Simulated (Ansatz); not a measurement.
**Question.** Name a neutral molecule of Cl, F, N, O, Si and H with HOMO energy (ωB97M-V/def2-TZVPP) between -10.90 and -10.60 eV and size of the dipole moment (B3LYP/def2-TZVPP) between 3.05 and 3.35 D (Ansatz, PBE0-D4/def2-TZVP geometry).

**Answer.** `N[Si](O)(F)Cl` (-10.76 eV, 3.10 D). Other molecules can fit too; these were computed, each in one conformer that needn't be the lowest.

B3LYP here is the variant with VWN-RPA as its local correlation; programs differ in this.
